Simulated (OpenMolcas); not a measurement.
Li I: CASPT2 settings compared

```
Program             : OpenMolcas 26.06
Basis               : ANO-L-VDZP [3s2p1d]
Scalar Hamiltonian  : non-relativistic, point nucleus
Active space        : 1 electron in 4 orbitals (2s 2p)
State averaging     : 2S+1 = 2 even, 1 root; 2S+1 = 2 odd, 3 roots
Spin-orbit coupling : state interaction with AMFI integrals over the reference wave functions, term energies averaged over their components
```

Methods on the same reference wave functions:
A. CASSCF
B. SS-CASPT2, IPEA 0.35 Eh, sigma1 regulariser 0.3 Eh (closed shells correlated: 1s)
C. SS-CASPT2, IPEA 0.1 Eh, imaginary shift 0.3 Eh (closed shells correlated: 1s)
D. SS-CASPT2, IPEA 0.1 Eh, imaginary shift 0.2 Eh (closed shells correlated: 1s)

Energies in cm⁻¹ above 2s ²S_1/2, the measured ground level; measured values from NIST Handbook of Basic Atomic Spectroscopic Data.

```json
{"Level": "2s ²S_1/2", "A": "0.0", "B": "0.0", "C": "0.0", "D": "0.0", "Measured": "0.0"}
{"Level": "2p ²P°_1/2", "A": "14884", "B": "14874", "C": "14874", "D": "14874", "Measured": "14904"}
{"Level": "2p ²P°_3/2", "A": "14884", "B": "14874", "C": "14874", "D": "14874", "Measured": "14904"}
```

Deviations, from unrounded energies. A percentage is the sum of absolute deviations over the sum of measured energies, with the sign that they share, or ± where signs differ.

```csv
Against measurement,Levels,A,B,C,D
mean absolute deviation (cm-1),2,20,30,30,30
other configurations (%),2,-0.1,-0.2,-0.2,-0.2
```

A lies closest to measurement on these levels and B furthest from it. The largest miss of A in the table is 2p ²P°_3/2, by -20 cm-1. The ranking rests on the paired levels alone, and a cruder setting can come out closer through cancelling errors.

Among B to D no level of the table moves by more than 5 cm-1.

The lowest spin-free term lies below A's lowest term by 0.000 hartree in B, 0.000 hartree in C, 0.000 hartree in D.

ANO sets are built for ground and valence states and can reach diffuse excited orbitals poorly. With one active electron the reference holds no correlation, so core polarisation is missing (holds for A). With one active electron, CASPT2 adds the correlation within the correlated inactive shells and between them and that electron, and leaves the splitting within a term as the reference gives it (holds for B; C; D). Computed and measured levels are paired by configuration, term and J; levels that our copy of the source lacks, or whose pairing is in doubt (as where it misses far off the trend of its configuration), stay unpaired and out of the deviations. Only configurations of the active space appear.

° marks odd parity.
